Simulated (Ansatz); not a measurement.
A nudged elastic band was laid between two geometries of BrH + ClF3H2O2W (11 atoms, charge 0, multiplicity 1).

Theory: RKS PBE/def2-SVP (Ansatz 0.2.0).

- movable images: 7
- climbing image: yes
- spring: 5.0 eV/Å²
- optimiser: quadratic models (default)
- start path: straight line
- force threshold: 0.05 eV/Å
- iteration limit: 60
- end points: relaxed

Image 0:

```xyz
11
Properties=species:S:1:pos:R:3
W -0.111 0.052 -0.378
F 0.407 0.327 1.441
F 1.707 0.297 -0.814
Cl -0.390 2.362 -0.485
F -1.918 -0.073 0.115
O 0.156 -1.773 0.033
H 0.388 -2.139 0.910
O -0.472 -0.270 -2.165
H -0.210 -0.285 -3.102
Br 2.530 1.981 3.590
H 1.569 1.348 2.721
```

Image 8:

```xyz
11
Properties=species:S:1:pos:R:3
W 0.207 0.553 -0.400
F 0.910 -1.637 2.651
F 2.037 0.605 -0.839
Cl 0.132 2.857 -0.820
F -1.598 0.667 0.125
O 0.360 -1.134 0.290
H 0.570 -1.558 1.204
O -0.270 0.145 -2.157
H -0.509 0.676 -2.942
Br 0.858 1.311 2.030
H 0.958 -0.659 2.723
```

(1) Which bonds break or form, and what moves?

(2) What energy profile does the band end with?

(3) What is the geometry of the highest image?

## Answers

(1) Bonds broken: W1–F2, Br10–H11. Bonds formed: W1–Br10, F2–H11. BrH + ClF3H2O2W becomes BrClF2H2O2W + FH.

(2) It converged. The highest image is number 5 of 0 to 8, 0.91 eV above the first end and 0.82 eV above the last; the last end lies 0.09 eV above the first. The order of the point at the top wasn't checked. The orbitals stay closed-shell, which can raise the energy where a bond breaks towards radicals; this wasn't checked here.

```
image  path coordinate (Å)  energy (eV)  W1–F2 (Å)  Br10–H11 (Å)  W1–Br10 (Å)
    0                 0.00         0.00       1.91          1.44         5.14
    1                 0.99         0.00       1.91          1.44         5.05
    2                 1.98         0.00       1.91          1.44         4.93
    3                 2.96         0.24       1.93          1.45         4.32
    4                 3.95         0.63       1.94          1.45         3.77
    5                 4.94         0.91       2.12          1.57         2.94
    6                 5.92         0.82       2.87          2.08         2.61
    7                 6.91         0.44       3.48          2.13         2.58
    8                 7.90         0.09       3.82          2.09         2.63
```

(3) 
```xyz
11
Properties=species:S:1:pos:R:3
W 0.270 0.180 -0.073
F 0.715 -0.706 1.806
F 2.134 0.264 -0.199
Cl 0.173 2.418 -0.995
F -1.396 0.418 0.738
O 0.179 -1.705 -0.311
H 0.410 -2.141 0.542
O -0.290 -0.099 -1.866
H -0.393 0.757 -2.345
Br 0.929 1.995 2.150
H 0.925 0.446 2.419
```

Run time: 8.4 min on 4 threads of Arm Neoverse V2, with other jobs on the host, peak memory 0.3 GiB.
